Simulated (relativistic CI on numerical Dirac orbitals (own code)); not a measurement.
Mn2+ in a cubic cluster: L2,3 absorption with charge transfer

Computed with a charge-transfer multiplet model of a cubic metal-ligand cluster with up to 2 ligand holes, Slater and spin-orbit integrals from Dirac-Coulomb-Breit ions, Slater integrals scaled by 0.8. The ground state mixes d5 with configurations of k ligand holes L, whose averages lie at kΔ + k(k − 1)U_dd/2; a core hole lowers each added d electron by U_cd. 300 K, Lorentzian 0.4 eV and Gaussian 0.3 eV FWHM.

Atomic integrals in eV (Slater integrals scaled, ζ unscaled), ground: F2dd 8.204, F4dd 5.095, zeta_d 0.037; with the core hole: F2dd 8.873, F4dd 5.517, zeta_d 0.052, zeta_core 6.792, F2cd 5.084, G1cd 3.747, G3cd 2.127.

Cluster parameters (eV): Δ = 6.9, U_dd = 5.9, U_cd = 7.2, 10Dq = 0.3, 10Dq(ligand) = 1, final-state hopping factor = 1.

| Case | n_d | d5 | d6L | d7L2 | S |
| --- | --- | --- | --- | --- | --- |
| V(eg) = 2 eV, V(t2g) = -0.9 eV | 5.11 | 0.89 | 0.11 | 0.00 | 2.50 |
| V(eg) = 2.9 eV, V(t2g) = -1.3 eV | 5.20 | 0.81 | 0.18 | 0.01 | 2.50 |
| V(eg) = 3.5 eV, V(t2g) = -1.57 eV | 5.26 | 0.75 | 0.23 | 0.02 | 2.50 |

Weights, n_d and S are thermal averages at 300 K. Photon energies count from the first peak over 30 % of the highest in each spectrum, which can be another peak from case to case. The parameters are a model scan and need not match a compound or its usual spin state. Peaks in eV (height, largest 100):
- V(eg) = 2 eV, V(t2g) = -0.9 eV: 0.0 (100), 1.1 (39), 3.3 (11), 10.0 (14), 10.5 (14), 12.0 (21)
- V(eg) = 2.9 eV, V(t2g) = -1.3 eV: -1.2 (27), 0.0 (100), 3.0 (10), 9.7 (15), 11.7 (18)
- V(eg) = 3.5 eV, V(t2g) = -1.57 eV: 0.0 (34), 1.4 (100), 4.2 (10), 10.8 (14), 12.4 (20), 13.1 (16)

For the case V(eg) = 2.9 eV, V(t2g) = -1.3 eV, Δ = 6.9 eV is larger than U_dd = 5.9 eV, the Mott-Hubbard side of the Zaanen-Sawatzky-Allen scheme. With the core hole the configuration with one ligand hole lies at Δ + U_dd − U_cd = 5.6 eV above the one without, against Δ in the ground state. The added d electron screens the hole, so the order of the configurations is kept and charge-transfer satellites are weaker than in photoemission.
